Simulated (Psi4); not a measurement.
Cl₄Si, singlet, geometry from GFN2-xTB; BLYP/6-31G* (Psi4 1.11).

Here is a job for Psi4.
```
memory 2 GB

molecule {
0 1
  Si   -0.00000000    0.00000000    0.00000000
  Cl    1.15408739    1.15122039    1.18326052
  Cl   -1.18855309   -1.15744030    1.14236817
  Cl    1.17148700   -1.16838046   -1.14884152
  Cl   -1.13702131    1.17460038   -1.17678717
}

set basis 6-31g*

energy('blyp')
print_variables()
```

What the program printed (banner, timings and long lists left out):

```
   => Loading Basis Set <=

    Name: 6-31G*
    Role: ORBITAL
    Keyword: BASIS

         ---------------------------------------------------------
                                   SCF
               by Justin Turney, Rob Parrish, Andy Simmonett
                          and Daniel G. A. Smith
                              RKS Reference
         ---------------------------------------------------------

  ==> Geometry <==

    Molecular point group: c2
    Full point group: Td

    Geometry (in Angstrom), charge = 0, multiplicity = 1:

       Center              X                  Y                   Z               Mass
    ------------   -----------------  -----------------  -----------------  -----------------
         SI           0.000000000000     0.000000000000    -0.000000002068    27.976926534650
         CL          -1.145609287106     1.180028415273     1.162946192894    34.968852682000
         CL           1.180028415907     1.145609281962    -1.162946192067    34.968852682000
         CL          -1.180028415907    -1.145609281962    -1.162946192067    34.968852682000
         CL           1.145609287106    -1.180028415273     1.162946192894    34.968852682000

  Running in c2 symmetry.

  Rotational constants: A =      0.04456  B =      0.04456  C =      0.04456 [cm^-1]
  Rotational constants: A =   1335.75432  B =   1335.75432  C =   1335.75432 [MHz]
  Nuclear repulsion =  529.064746393365112

  Charge       = 0
  Multiplicity = 1
  Electrons    = 82
  Nalpha       = 41
  Nbeta        = 41

  ==> Algorithm <==

  SCF Algorithm Type is DF.
  DIIS enabled.
  MOM disabled.
  Fractional occupation disabled.
  Guess Type is SAD.
  Energy threshold   = 1.00e-06
  Density threshold  = 1.00e-06
  Integral threshold = 1.00e-12

  ==> Primary Basis <==

  Basis Set: 6-31G*
    Blend: 6-31G*
    Number of shells: 40
    Number of basis functions: 95
    Number of Cartesian functions: 95
    Spherical Harmonics?: false
    Max angular momentum: 2

  ==> DFT Potential <==

   => LibXC <=

    Version 7.1.2
    S. Lehtola, C. Steigemann, M. J. T. Oliveira, and M. A. L. Marques,  SoftwareX 7, 1–5 (2018) (10.1016/j.softx.2017.11.002)

   => Composite Functional: BLYP <=

    BLYP GGA Exchange-Correlation Functional

    P.J. Stephens et. al., J. Phys. Chem., 98, 11623-11627, 1994
    B. Miehlich et. al., Chem. Phys. Lett., 157(3), 200-206 1989

    Deriv               =              1
    GGA                 =           TRUE
    Meta                =          FALSE

    Exchange Hybrid     =          FALSE
    MP2 Hybrid          =          FALSE

   => Exchange Functionals <=

    1.0000     XC_GGA_X_B88

   => Correlation Functionals <=

    1.0000     XC_GGA_C_LYP

   => LibXC Density Thresholds  <==

    XC_GGA_C_LYP:  1.00E-14
    XC_GGA_X_B88:  1.00E-15

   => Molecular Quadrature <=

    Radial Scheme          =       TREUTLER
    Pruning Scheme         =           NONE
    Nuclear Scheme         =       TREUTLER

    Blocking Scheme        =         OCTREE
    BS radius alpha        =              1
    Pruning alpha          =              1
    Radial Points          =             75
    Spherical Points       =            302
    Total Points           =         105224
    Total Blocks           =            867
    Max Points             =            256
    Max Functions          =             87
    Weights Tolerance      =       1.00E-15

   => Loading Basis Set <=

    Name: (6-31G* AUX)
    Role: JKFIT
    Keyword: DF_BASIS_SCF

  ==> Integral Setup <==

  SCF_SUBTYPE=INCORE selected. In-core MEM_DF algorithm will be used.
  Using in-core AOs.

  ==> MemDFJK: Density-Fitted J/K Matrices <==

    J tasked:                   Yes
    K tasked:                    No
    wK tasked:                   No
    Algorithm:                 Core
    Schwarz Cutoff:           1E-12
    Mask sparsity (%):       4.5651
    Fitting Condition:        1E-10

   => Auxiliary Basis Set <=

  Basis Set: (6-31G* AUX)
    Blend: CC-PVDZ-JKFIT
    Number of shells: 180
    Number of basis functions: 650
    Number of Cartesian functions: 650
    Spherical Harmonics?: false
    Max angular momentum: 3

  Minimum eigenvalue in the overlap matrix is 6.1747235356E-03.
  Reciprocal condition number of the overlap matrix is 1.0909118482E-03.
    Using symmetric orthogonalization.

  ==> Pre-Iterations <==

  SCF Guess: Superposition of Atomic Densities via on-the-fly atomic UHF (no occupation information).

   -------------------------
    Irrep   Nso     Nmo
   -------------------------
     A         49      49
     B         46      46
   -------------------------
    Total      95      95
   -------------------------

  ==> Iterations <==

                           Total Energy        Delta E     RMS |[F,P]|

   @DF-RKS iter SAD: -2130.64341487375395   -2.13064e+03   0.00000e+00
   @DF-RKS iter   1: -2130.28530027560373    3.58115e-01   5.96993e-03 DIIS/ADIIS
   @DF-RKS iter   2: -2130.29350537922664   -8.20510e-03   5.79411e-03 DIIS/ADIIS
   @DF-RKS iter   3: -2130.37398268150628   -8.04773e-02   2.24589e-04 DIIS/ADIIS
   @DF-RKS iter   4: -2130.37404992491338   -6.72434e-05   1.48054e-04 DIIS/ADIIS
   @DF-RKS iter   5: -2130.37410615268436   -5.62278e-05   1.01283e-05 DIIS
   @DF-RKS iter   6: -2130.37410641640963   -2.63725e-07   1.25913e-06 DIIS
   @DF-RKS iter   7: -2130.37410642156647   -5.15683e-09   4.86894e-08 DIIS
  Energy and wave function converged.

  ==> Post-Iterations <==

   Electrons on quadrature grid:
      Ntotal   =   82.0000058309 ; deviation = 5.831e-06

    Orbital Energies [Eh]
    ---------------------

    Doubly Occupied:

[...]
    Virtual:

[...]
    Final Occupation by Irrep:
              A     B
    DOCC [    21,   20 ]
    NA   [    21,   20 ]
    NB   [    21,   20 ]

  @DF-RKS Final Energy: -2130.37410642156647

   => Energetics <=

    Nuclear Repulsion Energy =            529.0647463933651125
    One-Electron Energy =               -3996.8876699861129964
    Two-Electron Energy =                1471.4316918794215781
    DFT Exchange-Correlation Energy =    -133.9828747082400469
    Empirical Dispersion Energy =           0.0000000000000000
    VV10 Nonlocal Energy =                  0.0000000000000000
    Total Energy =                      -2130.3741064215664665

Computation Completed

Properties will be evaluated at   0.000000,   0.000000,   0.000000 [a0]

Properties computed using the SCF density matrix

 Multipole Moments:

 ------------------------------------------------------------------------------------
     Multipole            Electronic (a.u.)      Nuclear  (a.u.)        Total (a.u.)
 ------------------------------------------------------------------------------------

 L = 1.  Multiply by 2.5417464519 to convert [e a0] to [Debye]
 Dipole X            :          0.0000000            0.0000000            0.0000000
 Dipole Y            :          0.0000000            0.0000000            0.0000000
 Dipole Z            :         -0.0000000           -0.0000000           -0.0000000
 Magnitude           :                                                    0.0000000

 ------------------------------------------------------------------------------------

  Variable Map:
  ----------------------------------------------------------------------------
[...]
  Array Variable Map:
  ----------------------------------------------------------------------------
[...]
[...]
```
